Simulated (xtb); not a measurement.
Bi(F)(OH)2 (BiFH2O2), SMILES [Bi]([F])([OH])[OH]. All values are semi-empirical tight-binding results from xtb (GFN2-xTB unless named), good for trends rather than for accurate numbers. Geometry: GFN2-xTB. Other conformers were not sampled.

Optimised geometry:

```xyz
6

Bi     0.2829     0.0998     0.0000
F     -0.3769    -1.8465     0.0000
O     -1.0246     0.5155    -1.4821
H     -1.8485     0.0420    -1.3798
O     -1.0246     0.5155     1.4821
H     -1.8485     0.0420     1.3798
```
Charge 0, spin multiplicity 1.

For metal compounds this method's bond lengths and energies can be far off.

- point group as xtb finds it: Cs
- orbital gap: 7.11 eV
- zero-point energy: 16.4 kcal/mol
- G − E(el) at 298.15 K (modified RRHO): -3.4 kcal/mol

Computed atomic charges and the Wiberg bond orders between heavy atoms:
charges (e) Bi1 1.05, F2 -0.46, O3 -0.61, H4 0.32, O5 -0.61, H6 0.32. Bond orders Bi1–F2 0.75, Bi1–O3 0.91, Bi1–O5 0.91.
